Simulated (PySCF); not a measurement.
(Me)3Si-O-SiH3, C3H12OSi2.
Bonds: Si1–C2, Si1–C3, Si1–C4, Si1–O5, O5–Si6. Hydrogens: H7, H8, H9 on C2; H10, H11, H12 on C3; H13, H14, H15 on C4; H16, H17, H18 on Si6.

Level of theory: PySCF, PBE0-D3(BJ)/def2-SVP geometry optimisation, gas phase.

Some entries are withheld. Bonds in one row agree within 0.01 Å.

```
               coordinate    value
   Si1–C2, Si1–C3, Si1–C4        ?
                   Si1–O5        ?
   C2–H7 and 8 like bonds  1.102 Å
                   O5–Si6        ?
Si6–H16, Si6–H17, Si6–H18  1.495 Å
                C2–Si1–C3        ?
                C2–Si1–O5        ?
                C3–Si1–O5        ?
               Si1–O5–Si6        ?
```

Question: Fill in the missing values.

Answer: 
- Si1–C2, Si1–C3, Si1–C4 = 1.872 Å (ends: silicon bonded to 3 C and O; carbon bonded to Si and 3 H); equal to the sum of covalent radii, 1.87 Å.
- Si1–O5 = 1.677 Å (ends: silicon bonded to 3 C and O; oxygen bonded to 2 Si); 0.09 Å below the sum of covalent radii, 1.77 Å.
- O5–Si6 = 1.650 Å (ends: oxygen bonded to 2 Si; silicon bonded to O and 3 H); 0.12 Å below the sum of covalent radii, 1.77 Å.
- C2–Si1–C3 = 111.2°, at the silicon bonded to 3 C and O; the outer atoms are 3.090 Å apart.
- C2–Si1–O5 = 106.7°, at the silicon bonded to 3 C and O; the outer atoms are 2.848 Å apart.
- C3–Si1–O5 = 108.7°, at the silicon bonded to 3 C and O; the outer atoms are 2.888 Å apart.
- Si1–O5–Si6 = 142.9°, at the oxygen bonded to 2 Si; the outer atoms are 3.154 Å apart.

Radii are Cordero's, carbon taken as 0.76, 0.73 or 0.69 Å for four, three, and two or fewer neighbours.

No PBE0-D3(BJ)/def2-SVP frequencies stand behind this structure, so it isn't proved a minimum.
